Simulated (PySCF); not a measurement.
Gas-phase reaction: GaF + F2 = GaF3

Method: PySCF energies plus ideal-gas RRHO corrections (1 bar). † marks an energy on the PBE0/def2-TZVP geometry and frequencies; other levels use their own. MP2 freezes the core. 6-31G* has spherical d functions here. All species are closed-shell singlets. B3LYP is the form with VWN-RPA correlation. Ga: all electrons, no relativistic terms. MP2 isn't extrapolated to the basis-set limit; its ΔH°(298 K) is -717.0 kJ in def2-SVP and -717.4 kJ in def2-TZVPP. The harmonic model lacks anharmonicity and excited electronic states, which grow with temperature; levels with a mode under 35 cm⁻¹ are left out.

| level | ΔE electronic, kJ | ΔH°(298 K), kJ | ΔS°(298 K), J/K | ΔG°(2000 K), kJ |
|---|---|---|---|---|
| B3LYP/6-31G* | -598 | -595 | -137 | -334 |
| B3LYP/def2-TZVP† | -622 | -618 | -137 | -358 |
| BLYP/def2-TZVP† | -584 | -580 | -137 | -320 |
| HF/6-31G* | -691 | -688 | -140 | -423 |
| MP2/def2-SVP† | -721 | -717 | -137 | -457 |
| PBE/def2-SVP | -609 | -605 | -136 | -346 |
| PBE0/def2-QZVP† | -653 | -650 | -137 | -389 |
| PBE0/def2-SVP† | -647 | -644 | -137 | -383 |
| r2SCAN/def2-TZVP† | -663 | -659 | -137 | -399 |
| LDA/def2-TZVP† | -650 | -647 | -137 | -386 |
ΔH° is lowest at MP2/def2-SVP† and highest at BLYP/def2-TZVP†. No reference value is set beside these.
